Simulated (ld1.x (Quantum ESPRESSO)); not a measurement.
## Transferability test, ultrasoft potential for magnesium (Mg)

* Element: Mg (Z = 12)
* Generator: ld1.x (Quantum ESPRESSO) 7.5
* Type: ultrasoft
* Functional: revPBE
* Relativity: scalar-relativistic
* Frozen core: [Ne]
* Valence charge: 2
* Reference configuration: 3s1.75 3p0.25
* Partial waves: 3s (bound): rcut 1.85, rcutus 2.40 bohr; 3s channel at 0.55 Ry: rcut 1.85, rcutus 2.40 bohr; 3p (bound): rcut 2.65, rcutus 3.20 bohr; 3p channel at 1.1 Ry: rcut 2.65, rcutus 3.20 bohr
* Local potential: all-electron potential smoothed inside 2.20 bohr (lloc = -2)
* Core correction: a·sin(br)/r model core, default radius (core density twice the valence density)
* Augmentation charge: PSQ, inside the norm-conserving radii

Energies are relative to the spin-unpolarised reference configuration 3s1.75 3p0.25; without spin polarisation the order of configurations can differ from experiment.

Q: Give the all-electron excitation energy and the error of the potential for: 3s2 3p0; 3s1 3p0; 3s1.5 3p0; 3s0 3p2; 3s0 3p1; 3s1 3p1.

A:

```csv
valence configuration,charge,ΔE all-electron (eV),error AE − PS (meV)
3s2 3p0,0,-0.843,+0.2
3s1 3p0,+1,7.069,+2.3
3s1.5 3p0,+0.5,2.284,0.0
3s0 3p2,0,6.250,+15
3s0 3p1,+1,11.380,+18
3s1 3p1,0,2.616,+2.2
```

Levels in the configuration 3s1 3p0:

```json
{"level": "3s", "all-electron (eV)": "-11.293", "pseudo (eV)": "-11.283"}
```
